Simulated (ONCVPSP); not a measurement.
**Reading a pseudo-wave (magnesium (Mg))**

Columns: radius, all-electron u(r) and pseudo u(r) of the 2p shell (level -46.61 eV) of magnesium in the configuration [He] 2s2 2p6 3s2; PBE, scalar-relativistic, ONCV scheme, ONCVPSP 4.0.1.

```
r (bohr)  all-electron  pseudo
   0.057        0.1247  0.0608
   0.115        0.3663  0.2307
   0.172        0.6074  0.4646
   0.230        0.8129  0.7177
   0.288        0.9662  0.9377
   0.345        1.0677  1.0921
   0.402        1.1263  1.1770
   0.460        1.1503  1.2021
   0.518        1.1462  1.1839
   0.575        1.1222  1.1428
   0.632        1.0841  1.0920
   0.690        1.0354  1.0371
   0.747        0.9815  0.9816
   0.805        0.9231  0.9231
   0.862        0.8644  0.8644
   0.920        0.8047  0.8047
   0.977        0.7472  0.7472
   1.035        0.6907  0.6907
   1.092        0.6376  0.6376
   1.150        0.5863  0.5863
   1.208        0.5381  0.5381
   1.265        0.4937  0.4937
   1.322        0.4523  0.4523
   1.380        0.4131  0.4131
   1.438        0.3769  0.3769
   1.495        0.3440  0.3440
```

Q: How many radial nodes do the two functions have?

A: The all-electron 2p function has n − l − 1 = 0; the pseudo-wave has 0.

Q: At about which radius was the pseudo-wave matched?

A: 0.80 bohr, where the columns begin to agree (steps of 0.06 bohr).

Q: Is the pseudo-wave norm-conserving?

A: Yes: the ONCV scheme keeps the norm inside the radius equal to the all-electron one, which fixes the energy derivative of the logarithmic derivative at the level.
